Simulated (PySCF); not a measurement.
## Sn⁺: excitation energy

Sn⁺ [Kr] 4d10 5s2 5p1 (2P) → Sn⁺ [Kr] 4d10 5s2 6s1 (2S), as a difference of total energies. Calculation: PySCF 2.14, in aug-cc-pwCVTZ-PP with ECP28MDF (8s7p6d4f1g, 96 functions); scalar relativity through the core potential. Correlated levels: valence: 4s2 4p6 4d10 frozen; valence and next inner shell: nothing frozen outside the core potential. The calculations carry no spin-orbit coupling.

```csv
method,excitation energy (eV)
UHF,6.560
LDA,6.603
PBE,6.457
PBE0,6.580
r2SCAN,6.770
B3LYP,6.608
wB97X,6.781
BHandHLYP,6.708
TPSS,6.523
MP2 (valence),6.558
SCS-MP2 (valence),6.577
MP2 (valence and next inner shell),6.553
SCS-MP2 (valence and next inner shell),6.545
```

Errors of the correlated levels include the incompleteness of this basis and the frozen core.

For comparison: 6.702 eV (measured; NIST levels, between the centres of gravity of the two terms).
